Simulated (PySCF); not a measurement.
C6H7N2P.
Bonds: C1–C2, C2–N3, N3–C4 (aromatic), C4–P5 (aromatic), P5–C6 (aromatic), C6–C7, C7–N8 (triple), C6–C9 (aromatic), N3–C9 (aromatic). Hydrogens: H10, H11, H12 on C1; H13, H14 on C2; H15 on C4; H16 on C9.

Level of theory: TDDFT wB97X-D/def2-SVPD, vertical, gas phase, core orbitals frozen in the response (PySCF). One conformer (not necessarily the lowest) at the GFN2-xTB geometry, without solvent, vibrations or thermal averaging. Torsions of this conformer, `[CH3:1][CH2:2][n:3]1[cH:4][p:5][c:6]([C:7]#[N:8])[cH:9]1`: C1–C2–N3–C4 -87°.

Problem. List the vertical singlet excitations with oscillator strengths and describe the spectrum.

Solution. 

```
state  E (eV)  λ (nm)  ν̃ (cm⁻¹)       f     main configurations (H = HOMO, L = LUMO)
   S1    5.40   229.6      43560   0.044                     H→L (78%), H-1→L+1 (17%)
   S2    5.52   224.4      44560  0.0077                     H-1→L (55%), H→L+1 (40%)
   S3    6.01   206.5      48430   0.279                     H→L+1 (51%), H-1→L (39%)
   S4    6.14   201.9      49520   0.013                                  H-2→L (93%)
   S5    6.33   195.8      51080  0.0041                     H→L+3 (73%), H→L+2 (13%)
   S6    6.47   191.6      52190   0.416                     H-1→L+1 (76%), H→L (17%)
   S7    6.59   188.1      53150  0.0038    H-2→L+1 (34%), H-1→L+3 (23%), H-3→L (15%)
   S8    6.72   184.6      54170  0.0006  H-1→L+3 (29%), H-2→L+1 (28%), H-1→L+7 (11%)
```

Triplets (Tamm–Dancoff): T1 3.67 eV, H→L (77%), H→L+1 (17%); T2 4.29 eV, H-1→L (51%), H-1→L+1 (29%); T3 4.72 eV, H→L+1 (61%), H-1→L (21%), H→L (13%).

The lowest singlet lies at 5.40 eV (230 nm, ultraviolet) and is of moderate strength; its leading configuration is HOMO→LUMO (78%). The most intense listed level is S6 at 6.47 eV (192 nm, f = 0.416), 1.07 eV above S1. Löwdin shares by element: HOMO carbon 39% or more, phosphorus 35%, nitrogen 12% or more; LUMO phosphorus 37%, carbon 33% or more, nitrogen 8% or more (atoms not listed hold the other 22%). The listed states span 1.32 eV, and the widest gap between neighbours is 0.48 eV (S2 to S3). Of the 8 states listed, 4 reach f = 0.01 and none stays under 0.0005. Orbital energies (eV): HOMO-3 -11.25, HOMO-2 -10.25, HOMO-1 -9.17, HOMO -8.82, LUMO 0.66, LUMO+1 1.10, LUMO+2 1.80. No computed singlet lies in the visible range (380 to 750 nm); the lowest, at 230 nm, stands 2.14 eV above its violet end (3.26 eV). Singlets were solved by full linear response, triplets in the Tamm–Dancoff approximation.

Cost: about 2.3 min of CPU time on one thread; the machine was shared, so the figure is rough.
